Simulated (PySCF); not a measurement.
**Mo⁺ (molybdenum, charge +1) across methods**

[Kr] 4d4 5s1, high-spin 6D determinant (an excited configuration). Computed with PySCF 2.14 in aug-cc-pVTZ-PP with ECP28MDF (6s6p5d3f2g, 88 functions), with a scalar-relativistic core potential.

| method | E (hartree) | mean ε 4p β (eV) | mean ε 4d α (eV) | mean ε 5s α (eV) | Σ⟨r²⟩ (bohr²) | ⟨S²⟩ |
| --- | --- | --- | --- | --- | --- | --- |
| LDA | -67.3875 | -46.580 | -13.773 | -11.980 | 39.61 | 8.750 |
| PBE | -67.5676 | -46.554 | -13.731 | -11.722 | 39.51 | 8.751 |
| UHF | -67.06330 | -54.301 | -19.358 | -13.849 | 39.76 | 8.753 |
| TPSS | -67.5421 | -46.755 | -13.718 | -11.609 | 39.48 | 8.751 |
| BLYP | -67.5209 | -46.492 | -13.424 | -11.516 | 39.58 | 8.750 |
| r2SCAN | -67.5983 | -47.257 | -14.110 | -11.974 | 39.19 | 8.751 |
| PBE0 | -67.5555 | -48.793 | -15.280 | -12.360 | 39.37 | 8.751 |
| BHandHLYP | -67.4749 | -50.939 | -16.552 | -12.771 | 39.40 | 8.751 |
| MN15 | -67.4193 | -49.508 | -15.733 | -12.953 | 39.55 | 8.752 |

Energies and moments cover only the electrons outside the core potential.
